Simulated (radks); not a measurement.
Question: The bromine ion Br20+, 15 electrons, occupied as [Ne] 3s2 3p3. Method: scalar-relativistic Kohn-Sham, PBE, spin-polarised, spherical densities, finite nucleus; open shells are filled with parallel spins first; Fermi nuclear charge, rms radius 4.1629 fm; computed with a radial shooting solver on a logarithmic mesh with Libxc functionals. Some entries of the table are withheld. Estimate them.

| orbital | occ. | eigenvalue (Ry) | <1/r> (bohr^-1) | <r^2> (bohr^2) |
|---|---|---|---|---|
| 1s up | 1 | -1040.109 | 35.66 | 0.002461 |
| 1s down | 1 | -1039.838 | 35.66 | 0.002460 |
| 2s up | 1 | -187.0216 | (1) | 0.04139 |
| 2s down | 1 | -186.8084 | (2) | 0.04129 |
| 2p up | 3 | (3) | 7.799 | 0.03257 |
| 2p down | 3 | (4) | 7.797 | 0.03253 |
| 3s up | 1 | (5) | 3.075 | 0.2565 |
| 3s down | 1 | (6) | 3.064 | 0.2585 |
| 3p up | 3 | -62.17179 | 2.977 | 0.2491 |
| 3p down | 0 | -61.12803 | 2.971 | 0.2511 |

Answer: 
(1) 2s up <1/r> (bohr^-1): 7.980
(2) 2s down <1/r> (bohr^-1): 7.982
(3) 2p up eigenvalue (Ry): -172.4630
(4) 2p down eigenvalue (Ry): -172.1577
(5) 3s up eigenvalue (Ry): -66.83962
(6) 3s down eigenvalue (Ry): -65.78712
